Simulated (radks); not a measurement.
Results of a calculation; reference values are marked as such.
Isoelectronic series with 1 electrons, all held in the configuration 1s1, which need not be the ground one along the series. Level of theory: non-relativistic Kohn-Sham, BLYP, spin-polarised, spherical densities, point nucleus; open shells are filled with parallel spins first (a radial shooting solver on a logarithmic mesh with Libxc functionals). Total energies (hartree) and orbital eigenvalues (hartree):

\begin{tabular}{lrr}
ion & E (hartree) & 1s up \\ \hline
H & -0.49791 & -0.27220 \\
He+ & -1.99513 & -1.53956 \\
Li2+ & -4.49238 & -3.80711 \\
Be3+ & -7.98963 & -7.07470 \\
B4+ & -12.48688 & -11.34231 \\
C5+ & -17.98413 & -16.60992 \\
N6+ & -24.48139 & -22.87754 \\
O7+ & -31.97864 & -30.14517 \\
F8+ & -40.47589 & -38.41279 \\
Ne9+ & -49.97315 & -47.68042 \\
Mg11+ & -71.96766 & -69.21567 \\
Al12+ & -84.46491 & -81.48330 \\
Si13+ & -97.96217 & -94.75093 \\
P14+ & -112.45942 & -109.0186 \\
S15+ & -127.95668 & -124.2862 \\
Cl16+ & -144.45394 & -140.5538 \\
Ar17+ & -161.95119 & -157.8214 \\
K18+ & -180.44845 & -176.0891 \\
Ca19+ & -199.94570 & -195.3567 \\
\end{tabular}
